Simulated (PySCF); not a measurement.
Electron correlation in C⁺ (carbon, charge +1)

[He] 2s2 3s1, 2S determinant (an excited configuration). Calculation: PySCF 2.14, in aug-cc-pVDZ-DK (4s3p2d, 23 functions); scalar relativity by spin-free X2C-1e. Frozen: 1s2; 3 electrons correlated.

| level | correlation energy (mhartree) |
| --- | --- |
| CCSD | -68.77 |
| (T) | -2.54 |
| CCSD(T) | -71.31 |
| CCSDT | -71.82 |

Diagnostics: T1 = 0.0036, D1 = 0.0085, largest double amplitude 0.271.

Question: Is a single reference adequate?

Answer: Not fully. The outer electron is Rydberg-like, and this basis confines it to a smaller radius and binds it less than a complete one would. A double-excitation amplitude exceeds 0.15, a sign of near-degeneracy.
